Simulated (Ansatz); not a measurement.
**Nudged elastic band run: FH₃SiTe**

Input file:

```yaml
crystal:
  periodic: [false, false, false]
  atoms:
    - { symbol: F, position_ang: [-1.887159, 0.04587, 0.210999] }
    - { symbol: Si, position_ang: [-0.404126, -0.108997, -0.486156] }
    - { symbol: Te, position_ang: [1.373289, -0.751561, 1.162758] }
    - { symbol: H, position_ang: [-0.466247, -1.227841, -1.483716] }
    - { symbol: H, position_ang: [-0.072161, 1.207878, -1.121755] }
    - { symbol: H, position_ang: [1.456413, 0.834641, 1.71788] }
basis:
  gaussian: { orbitals: def2-SVP }
hamiltonian:
  xc: revpbe
  dispersion: d4
neb:
  order_check: false
  images: 3
  f_tol: 0.05
  max_iterations: 60
  initial_path: idpp
  climbing: false
  final_atoms:
    - { symbol: F, position_ang: [-1.88350587, 0.18809656, 0.19886421] }
    - { symbol: Si, position_ang: [-0.3931444, 0.10858546, -0.49499479] }
    - { symbol: Te, position_ang: [1.44817638, 0.70215093, 1.10307781] }
    - { symbol: H, position_ang: [-0.21173582, -1.29254367, -0.99816762] }
    - { symbol: H, position_ang: [-0.33187215, 1.12746756, -1.59469757] }
    - { symbol: H, position_ang: [1.37209086, -0.83376683, 1.78592796] }
```

Launched with:

```bash
$ ansatz run input.yaml --threads 1 --pin off --max-ram 2048MiB --backend cpu --events-out ev --progress --plain --runs-dir out
```

Output, in part (warnings, iteration lines, the closing report on the highest movable image, with atoms numbered from 0):

```
NEB end point (image 0): max|allowed force component| = 2.374e-3 eV/Å (the criterion of neb.relax_end_points is 1.000e-2)
NEB end point (image 4): max|allowed force component| = 1.018e-2 eV/Å (the criterion of neb.relax_end_points is 1.000e-2)
NEB iter   1: max|band force component| = 1.398e0 eV/Å  barrier→ = 0.4237 eV  barrier← = 0.4236 eV  Δτ_max = 0.2000 Å  (123 SCF iters)
NEB iter   2: max|band force component| = 4.570e-1 eV/Å  barrier→ = 0.2594 eV  barrier← = 0.2594 eV  Δτ_max = 0.2000 Å  (96 SCF iters)
NEB iter   3: max|band force component| = 4.924e-1 eV/Å  barrier→ = 0.1754 eV  barrier← = 0.1754 eV  Δτ_max = 0.0996 Å  (81 SCF iters)
NEB iter   4: max|band force component| = 2.359e-1 eV/Å  barrier→ = 0.1332 eV  barrier← = 0.1331 eV  Δτ_max = 0.1453 Å  (79 SCF iters)
NEB iter   5: max|band force component| = 1.051e-1 eV/Å  barrier→ = 0.1160 eV  barrier← = 0.1160 eV  Δτ_max = 0.0090 Å  (81 SCF iters)
NEB iter   6: max|band force component| = 6.550e-2 eV/Å  barrier→ = 0.1152 eV  barrier← = 0.1151 eV  Δτ_max = 0.0030 Å  (70 SCF iters)
NEB iter   7: max|band force component| = 2.010e-2 eV/Å  barrier→ = 0.1151 eV  barrier← = 0.1150 eV  Δτ_max = 0.0000 Å  (138 SCF iters)
Total energy: -17932.35666693 eV, -659.0019525216 hartree
Atom 0 at    -1.522466     0.438441     0.424152 Å, force    -0.012899     0.005703     0.008126 eV/Å
Atom 1 at    -0.308966    -0.056187    -0.568891 Å, force     0.020150    -0.006480    -0.008690 eV/Å
Atom 2 at     1.800629    -0.214082     0.827073 Å, force    -0.004005     0.002223    -0.002005 eV/Å
Atom 3 at    -0.681074    -1.391828    -1.146720 Å, force    -0.003131    -0.005105     0.003063 eV/Å
Atom 4 at    -0.154012     0.951000    -1.672426 Å, force    -0.000559     0.005835    -0.001018 eV/Å
Atom 5 at     0.865897     0.272646     2.136821 Å, force     0.000443    -0.002175     0.000523 eV/Å
Dipole moment:     0.106193    -0.058986    -0.154367 e Å
```

It converged. No image climbed, so the highest image needn't sit at the top of the path. So few images can step over the top or miss a turn of the path.

Final band (atoms are numbered from 1 in the order of the input):

```
image  path coordinate (Å)  energy (eV)  dihedral F1–Si2–Te3–H6 (°)
    0                 0.00        0.000                         -78
    1                 0.78        0.053                         -40
    2                 1.56        0.115                           1
    3                 2.35        0.050                          41
    4                 3.13        0.000                          79
```

Run time: 44 s on 1 thread of Arm Neoverse V2, with other jobs on the host, peak memory 0.12 GiB.
